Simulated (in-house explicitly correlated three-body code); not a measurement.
Computed with an exponentially correlated three-body code. Model: two electrons around a point charge, non-relativistic, variational in 260 exponentially correlated functions (energies converged to about 1e-7 hartree, or 1e-8 relative for large Z).

For two electrons in a singlet the Kohn-Sham orbital is the square root of half the density, so the exact Kohn-Sham potential and energy parts follow from the density alone, and exchange is minus half the Hartree energy. The Kohn-Sham level equals minus the binding energy of the second electron.

Command:
```bash
python run_hyl.py task.json out
```
Settings (lengths in bohr, energies in hartree):
```
Z                      7.5
interaction_strength   1
functions              260
states_tried           13
```

Time taken, with all properties: 56 s on 1 thread of Intel(R) Xeon(R) Platinum 8175M CPU @ 2.50GHz (Skylake/Cascade Lake) (shared host).

**Those bound S and P states to n = 4 that converged, binding against the one-electron ion.**

Given: nuclear charge 7.5.

Computed: one-electron threshold -28.125 hartree.

```csv
term,energy (hartree),binding (eV),quantum defect
1 1S,-51.719025,642.03,0.053769
2 3S,-33.7949107,154.29,0.069765
2 3P,-33.5386995,147.31,0.024617
2 1S,-33.5308419,147.1,0.023182
2 1P,-33.3606923,142.47,-0.0086825
3 3S,-30.5797354,66.797,0.066433
3 3P,-30.5101517,64.903,0.023949
3 1S,?,?,?
3 1P,-30.4605253,63.553,-0.007503
4 3S,-29.489573,37.132,0.065406
4 1S,?,?,?
4 3P,-29.4611128,36.357,0.023722
4 1P,-29.4406508,35.801,-0.0070802
```

Question: What belongs in the row 3 1S?

Answer: energy (hartree): -30.5098794; binding (eV): 64.896; quantum defect: 0.023779.

Question: What belongs in the row 4 1S?

Answer: energy (hartree): -29.4612947; binding (eV): 36.362; quantum defect: 0.023992.

**Converged states only, values per electron or pair.**

| term | mean r (bohr) | mean r squared (bohr²) | mean inverse r (1/bohr) | mean r12 (bohr) | mean inverse r12 (1/bohr) | mean cosine | mean p1 dot p2 (bohr⁻²) | delta r1 (bohr⁻³) | delta r12 (bohr⁻³) |
| --- | --- | --- | --- | --- | --- | --- | --- | --- | --- |
| 1 1S | 0.21059 | 0.059535 | 7.1876 | 0.31104 | 4.3756 | -0.017687 | 0.88456 | 122.76 | 12.856 |
| 2 3S | 0.53241 | 0.46224 | 4.5935 | 0.89779 | 1.3124 | -0.0058639 | 0.065876 | 73.72 | - |
| 2 3P | 0.47362 | 0.36222 | 4.5745 | 0.79306 | 1.5395 | -0.070722 | -3.3442 | 66.522 | - |
| 2 1S | 0.55117 | 0.50152 | 4.5717 | 0.92586 | 1.5134 | -0.0087648 | 0.076721 | 73.245 | 2.1615 |
| 2 1P | ? | ? | ? | ? | ? | ? | ? | ? | ? |
| 3 3S | 1.0945 | 2.2723 | 4.1198 | 2.0028 | 0.63729 | -0.001935 | 0.019253 | 69.026 | - |
| 3 3P | 1.0453 | 2.0862 | 4.1145 | 1.9073 | 0.69694 | -0.017289 | -0.78652 | 66.988 | - |
| 3 1S | ? | ? | ? | ? | ? | ? | ? | ? | ? |
| 3 1P | 1.0663 | 2.1783 | 4.11 | 1.9428 | 0.7289 | 0.011171 | 0.81186 | 67.163 | 0.17947 |
| 4 3S | 1.8874 | 7.2135 | 3.9567 | 3.5824 | 0.3716 | -0.00083729 | 0.0080424 | 67.925 | - |
| 4 1S | 1.9239 | 7.5131 | 3.9544 | 3.6546 | 0.39311 | -0.0012082 | 0.010278 | 67.889 | 0.26392 |
| 4 3P | 1.8476 | 6.9558 | 3.9545 | 3.504 | 0.39564 | -0.0068434 | -0.30698 | 67.082 | - |
| 4 1P | 1.8753 | 7.1774 | 3.9527 | 3.557 | 0.40909 | 0.0044065 | 0.32556 | 67.149 | 0.07789 |

Question: What belongs in the row 2 1P?

Answer: mean r (bohr): 0.48831; mean r squared (bohr²): 0.38842; mean inverse r (1/bohr): 4.5578; mean r12 (bohr): 0.79418; mean inverse r12 (1/bohr): 1.6457; mean cosine: 0.045583; mean p1 dot p2 (bohr⁻²): 3.1735; delta r1 (bohr⁻³): 67.28; delta r12 (bohr⁻³): 0.55051.

Question: What belongs in the row 3 1S?

Answer: mean r (bohr): 1.1219; mean r squared (bohr²): 2.3998; mean inverse r (1/bohr): 4.114; mean r12 (bohr): 2.0555; mean inverse r12 (1/bohr): 0.69064; mean cosine: -0.0028041; mean p1 dot p2 (bohr⁻²): 0.023964; delta r1 (bohr⁻³): 68.925; delta r12 (bohr⁻³): 0.63102.

**Electric-dipole lines between converged S and P states, rate of the upper state's decay.**

```tsv
s state	p state	p minus s (eV)	oscillator strength from s	rate (1/s)
1 1S	2 1P	499.56	0.68501	2.4726e+12
1 1S	3 1P	578.47	0.14508	7.0221e+11
1 1S	4 1P	606.23	0.054856	2.9159e+11
2 1S	2 1P	4.63	0.072779	2.2566e+07
2 1S	3 1P	83.548	0.36918	3.7273e+10
2 1S	4 1P	111.3	0.092928	1.665e+10
3 1S	2 1P	-77.575	-0.058122	1.5177e+10
3 1S	3 1P	?	?	?
3 1S	4 1P	29.095	0.40107	4.9108e+09
4 1S	2 1P	-106.11	-0.012539	6.1258e+09
4 1S	3 1P	-27.19	-0.13094	4.2005e+09
4 1S	4 1P	0.56175	0.17623	804380
2 3S	2 3P	6.9719	0.10194	7.1672e+07
2 3S	3 3P	89.383	0.34125	3.9434e+10
2 3S	4 3P	?	?	?
3 3S	2 3P	-80.518	-0.061106	1.719e+10
3 3S	3 3P	1.8935	0.17058	8.8459e+06
3 3S	4 3P	30.439	0.37063	4.9671e+09
4 3S	2 3P	-110.18	-0.012814	6.7504e+09
4 3S	3 3P	-27.771	-0.14025	4.6936e+09
4 3S	4 3P	0.77444	0.23497	2.0384e+06
```

Question: What belongs in the row 3 1S 3 1P?

Answer: p minus s (eV): 1.343; oscillator strength from s: 0.12656; rate (1/s): 3.3017e+06.

Question: What belongs in the row 2 3S 4 3P?

Answer: p minus s (eV): 117.93; oscillator strength from s: 0.088015; rate (1/s): 1.7705e+10.

**Density and exact potentials over r, pair density (one pair, times 4 pi r12^2) and exact minus Kohn-Sham pair density over r12.**

```tsv
radius (bohr)	radial density (electrons/bohr)	exchange potential (hartree)	intracule density (1/bohr)	Coulomb hole against Kohn-Sham (1/bohr)	correlation potential (hartree)
0.0569	4.2805	-6.6335	0.49311	-0.04591	-0.014
0.066	5.0351	-6.4866	0.64505	-0.05545	-0.007
0.0765	5.7955	-6.3093	0.83451	-0.06523	0
0.0887	6.5136	-6.097	1.0668	-0.07434	0.006
0.103	?	?	?	?	?
0.119	7.5312	-5.5645	1.6497	-0.08408	0.017
0.138	7.6857	-5.2403	1.9839	-0.08082	0.02
0.16	7.5161	-4.8831	2.3117	-0.06975	0.021
0.186	6.9859	-4.4919	2.5966	-0.04998	0.02
0.215	?	?	?	?	?
0.25	5.056	-3.6807	2.8053	0.004406	0.014
0.29	3.8554	-3.2753	2.6475	0.02901	0.01
0.336	2.701	-2.8895	2.3064	0.0437	0.006
0.389	1.7164	-2.531	1.8295	0.04581	0.004
0.452	0.95729	-2.1965	1.2857	0.0369	0.002
0.524	0.46989	-1.9028	0.79435	0.02304	0.001
0.607	0.19806	-1.6457	0.42132	0.01063	0.001
```

Question: What belongs in the row 0.103?

Answer: radial density (electrons/bohr): 7.1247; exchange potential (hartree): -5.8449; intracule density (1/bohr): 1.3449; Coulomb hole against Kohn-Sham (1/bohr): -0.08131; correlation potential (hartree): 0.013.

Question: What belongs in the row 0.215?

Answer: radial density (electrons/bohr): 6.1603; exchange potential (hartree): -4.0979; intracule density (1/bohr): 2.7741; Coulomb hole against Kohn-Sham (1/bohr): -0.0245; correlation potential (hartree): 0.018.
